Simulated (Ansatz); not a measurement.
Molecule: CH2F3Si, net charge -1, singlet state. It need not be the lowest isomer of its formula. Whether it binds its extra electron was not tested at this geometry. 
Coordinates optimised at B3LYP-D3(BJ)/def2-TZVP (Ansatz, a program for electronic structure):
```xyz
7

Si    -0.1150    -0.0034     0.0186
F      0.5070     1.4090    -0.5010
F      0.5002    -1.1152    -0.9998
F      0.9202    -0.2534     1.2695
C     -1.8341    -0.0282     0.1680
H     -2.3639     0.8232     0.5834
H     -2.3688    -0.9709     0.2289
```
Charge -1, spin multiplicity 1.

Basis-set convergence of Hartree-Fock and CCSD(T) correlation energies (hartree) with Ansatz. Valence correlation only, unless marked. Spin-orbit coupling is left out. Non-relativistic. This anion needs diffuse functions, which these sets lack.

```tsv
basis	functions	E(HF)	E(corr, CCSD(T))
cc-pV(D+d)Z	89	-626.47453	-0.83288
cc-pV(T+d)Z	187	-626.62736	-1.09840
cc-pV(Q+d)Z	344	-626.66647	-1.19257
cc-pV(5+d)Z	574	…	…
```

**Question.** What belongs in the gaps?

**Answer.** 
- cc-pV(5+d)Z, E(HF): -626.67593
- cc-pV(5+d)Z, E(corr, CCSD(T)): -1.22712
